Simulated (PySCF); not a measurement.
C7H4N, SMILES C(c1ccc[c]c1)#N, doublet, B3LYP/def2-SVP optimised geometry.

```
12

N      1.46     2.81     0.00
C      0.87     1.81     0.00
C      0.14     0.57     0.00
C     -1.28     0.59     0.00
C     -1.91    -0.63     0.00
C     -1.29    -1.86     0.00
C      0.11    -1.86     0.00
C      0.82    -0.66     0.00
H     -1.82     1.54     0.00
H     -1.86    -2.80     0.00
H      0.66    -2.81     0.00
H      1.91    -0.66     0.00
```

Density from unrestricted B3LYP/def2-TZVP in PySCF 2.14.0 at that geometry.

Minimum of the electron density along straight lines between bonded atoms, close to the bond critical point (lines longer than 1.1 times the sum of covalent radii, or with two minima, are not listed):

```
bond    length / Å  ρ at the minimum / e bohr⁻³  ∇²ρ there / e bohr⁻⁵  position (fraction from the first atom)
------  ----------  ---------------------------  --------------------  ---------------------------------------
N1–C2        1.161                   (withheld)            (withheld)                                     0.65
C2–C3        1.437                        0.284                 -0.82                                     0.54
C3–C4        1.417                        0.301                 -0.84                                     0.51
C4–C5        1.375                        0.326                 -0.97                                     0.50
C5–C6        1.380                        0.323                 -0.95                                     0.51
C6–C7        1.406                        0.307                 -0.88                                     0.50
C3–C8        1.409                        0.309                 -0.89                                     0.51
C7–C8        1.396                        0.317                 -0.93                                     0.50
C4–H9        1.093                        0.282                 -1.00                                     0.65
C6–H10       1.093                        0.281                 -1.00                                     0.65
C7–H11       1.093                        0.282                 -1.00                                     0.65
C8–H12       1.091                        0.284                 -1.01                                     0.65
```

Q: Complete the blanks.

A: 
- N1–C2, ρ at the minimum / e bohr⁻³: 0.488
- N1–C2, ∇²ρ there / e bohr⁻⁵: -0.27
